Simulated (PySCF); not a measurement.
Isomers of C7H12, mass 96.094 u with the commonest isotopes. The calculation used PBE0-D3(BJ)/def2-SVP geometry optimisation, gas phase in PySCF 2.14.0. One conformer each, none proved a minimum here; rigid rotors.

Question: Order these by radius of gyration √(Σ m r²/M), smallest first.
A. `[CH3:1][CH2:2][C:3]1=[CH:4][CH2:5][CH2:6][CH2:7]1` with C1–C2–C3–C4 -116°, C3–C4–C5–C6 14°, C4–C5–C6–C7 -22°, C5–C6–C7–C3 22°, C2–C3–C7–C6 168° (1-ethyl-1-cyclopentene)
B. `[CH2:1]=[C:2]([CH2:3][CH3:4])[CH:5]1[CH2:6][CH2:7]1` with C1–C2–C3–C4 0°, C1–C2–C5–C6 -35°
C. `C1CC2(C1)CCC2`
D. `[CH2:1]=[CH:2][C:3](=[CH2:4])[CH:5]([CH3:6])[CH3:7]` with C1–C2–C3–C4 -176°, C2–C3–C5–C6 -158°
E. `C1C[C@H]2C[C@@H](C1)C2`
F. 4,4-dimethyl-2-pentyne (`CC#CC(C)(C)C`)

Answer: E (1.600 Å), C (1.755 Å), D (1.919 Å), A (1.944 Å), B (2.042 Å), F (2.112 Å).

Question: Order these by rotational constant B, largest first.
A. `[CH2:1]1[CH2:2][CH2:3][C:4]2([CH2:5]1)[CH2:6][CH2:7]2` with C5–C1–C2–C3 42°, C1–C2–C3–C4 -34°, C2–C3–C4–C5 13°, C3–C4–C5–C1 13°
B. `[CH2:1]=[C:2]([CH2:3][CH3:4])[CH:5]1[CH2:6][CH2:7]1` with C1–C2–C3–C4 0°, C1–C2–C5–C6 -35°
C. `C1CC2(C1)CCC2`
D. 4,4-dimethyl-2-pentyne, `CC#CC(C)(C)C`
E. `[CH2:1]=[CH:2][C:3](=[CH2:4])[CH:5]([CH3:6])[CH3:7]` with C1–C2–C3–C4 -176°, C2–C3–C5–C6 -158°
F. `C1C[C@H]2C[C@@H](C1)C2`
G. `[CH3:1][CH2:2][C:3]1=[CH:4][CH2:5][CH2:6][CH2:7]1` with C1–C2–C3–C4 -116°, C3–C4–C5–C6 14°, C4–C5–C6–C7 -22°, C5–C6–C7–C3 22°, C2–C3–C7–C6 168°

Answer: F (3208 MHz), A (2201 MHz), E (2095 MHz), C (2038 MHz), G (1719 MHz), B (1472 MHz), D (1360 MHz).

Question: Order these by rotational constant A, largest first.
A. `C1CCC21CCC2`
B. `[CH2:1]1[CH2:2][CH2:3][C:4]2([CH2:5]1)[CH2:6][CH2:7]2` with C5–C1–C2–C3 42°, C1–C2–C3–C4 -34°, C2–C3–C4–C5 13°, C3–C4–C5–C1 13° (spiro[2.4]heptane)
C. `[CH3:1][CH2:2][C:3]1=[CH:4][CH2:5][CH2:6][CH2:7]1` with C1–C2–C3–C4 -116°, C3–C4–C5–C6 14°, C4–C5–C6–C7 -22°, C5–C6–C7–C3 22°, C2–C3–C7–C6 168°
D. `[CH2:1]=[C:2]([CH2:3][CH3:4])[CH:5]1[CH2:6][CH2:7]1` with C1–C2–C3–C4 0°, C1–C2–C5–C6 -35°
E. `[CH2:1]=[CH:2][C:3](=[CH2:4])[CH:5]([CH3:6])[CH3:7]` with C1–C2–C3–C4 -176°, C2–C3–C5–C6 -158°
F. `C1C[C@H]2C[C@@H](C1)C2`
G. 4,4-dimethyl-2-pentyne, `CC#CC(C)(C)C`

Answer: D (6291 MHz), C (5713 MHz), A (5462 MHz), B (5091 MHz), G (4428 MHz), F (3811 MHz), E (3502 MHz).

```json
{"SMILES": "C=CC(=C)C(C)C", "point group": "C1", "Ia (u·Å²)": "144.31", "Ib (u·Å²)": "241.19", "Ic (u·Å²)": "322.25", "κ": "-0.45", "μa (D)": "0.18", "μb (D)": "0.19", "μc (D)": "0.04"}
{"SMILES": "C1CC2(C1)CCC2", "point group": "C2", "Ia (u·Å²)": "92.52", "Ib (u·Å²)": "248.03", "Ic (u·Å²)": "251.30", "κ": "-0.98", "μa (D)": "0.00", "μb (D)": "0.03", "μc (D)": "0.00"}
{"SMILES": "C1C[C@H]2C[C@@H](C1)C2", "point group": "Cs", "Ia (u·Å²)": "132.62", "Ib (u·Å²)": "157.52", "Ic (u·Å²)": "201.80", "κ": "0.08", "μa (D)": "0.07", "μb (D)": "0.00", "μc (D)": "0.05"}
{"SMILES": "CCC1=CCCC1", "point group": "C1", "Ia (u·Å²)": "88.46", "Ib (u·Å²)": "294.04", "Ic (u·Å²)": "343.47", "κ": "-0.88", "μa (D)": "0.21", "μb (D)": "0.18", "μc (D)": "0.04"}
{"SMILES": "C=C(CC)C1CC1", "point group": "Cs", "Ia (u·Å²)": "80.33", "Ib (u·Å²)": "343.39", "Ic (u·Å²)": "377.84", "κ": "-0.95", "μa (D)": "0.08", "μb (D)": "0.68", "μc (D)": "0.00"}
{"SMILES": "CC#CC(C)(C)C", "point group": "near C3v", "Ia (u·Å²)": "114.12", "Ib (u·Å²)": "371.52", "Ic (u·Å²)": "371.53", "κ": "-1.00", "μa (D)": "0.19", "μb (D)": "0.00", "μc (D)": "0.00"}
{"SMILES": "C1CCC2(C1)CC2", "point group": "C2", "Ia (u·Å²)": "99.26", "Ib (u·Å²)": "229.66", "Ic (u·Å²)": "271.37", "κ": "-0.79", "μa (D)": "0.23", "μb (D)": "0.00", "μc (D)": "0.00"}
{"SMILES": "CC=C1CCCC1", "point group": "C1", "Ia (u·Å²)": "87.59", "Ib (u·Å²)": "289.06", "Ic (u·Å²)": "355.48", "κ": "-0.85", "μa (D)": "0.15", "μb (D)": "0.16", "μc (D)": "0.01"}
```
